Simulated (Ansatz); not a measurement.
C$_{2}$H$_{6}$N, doublet, geometry from GFN2-xTB; MP2/6-31G* run with Ansatz (a first-principles code).

Here is a job for Ansatz.
Ansatz 0.2 input:
```yaml
crystal:
  periodic: [false, false, false]
  atoms:
    - {symbol: C, position_ang: [-1.24102663, 0.21832096, 0.05808953]}
    - {symbol: C, position_ang: [0.04187806, -0.52789987, 0.05079988]}
    - {symbol: N, position_ang: [1.22703780, 0.19702767, -0.12900707]}
    - {symbol: H, position_ang: [-2.03841948, -0.41392474, 0.44464473]}
    - {symbol: H, position_ang: [-1.16376074, 1.10673607, 0.68627095]}
    - {symbol: H, position_ang: [-1.54178267, 0.55252764, -0.94477418]}
    - {symbol: H, position_ang: [0.06280098, -1.52863019, -0.34799316]}
    - {symbol: H, position_ang: [1.22149345, 1.09300043, 0.34134908]}
    - {symbol: H, position_ang: [2.06529520, -0.33142950, 0.07021572]}
basis:
  gaussian:
    orbitals: 6-31G*
magnetization: {spin_polarized: true, initial_magnetization: 1}
correlation: {method: mp2, electrons: outside_noble_gas}
accuracy: high
```

Write the output that Ansatz gives for this input, abridged.


```
Functional definition: HF
1361 factors; integrals over basis functions are off by at most 3.1e-9 eV
mean field evaluation 1: about -3633.9895 eV, gradient 1.9e1 eV
mean field evaluation 2: about -3633.9895 eV, gradient 1.9e1 eV
mean field evaluation 4: about -3636.0829 eV, gradient 2.5e0 eV
mean field evaluation 8: about -3636.1456 eV, gradient 6.1e-2 eV
mean field -3636.14553743 eV, -133.6258838327 hartree, gradient 5.8e-8 eV, S^2 0.760880; 0 other end points of the search recorded, 0 dependent functions left out
3 core orbitals not correlated
reference -3636.14553743 eV, -133.6258838327 hartree; 10, 9 occupied and 44, 45 virtual orbitals, 1361 factors
second order -11.00633966 eV of doubles, -0.00000000 eV of singles
Total energy: -3647.15187709 eV, -134.0303593549 hartree
```
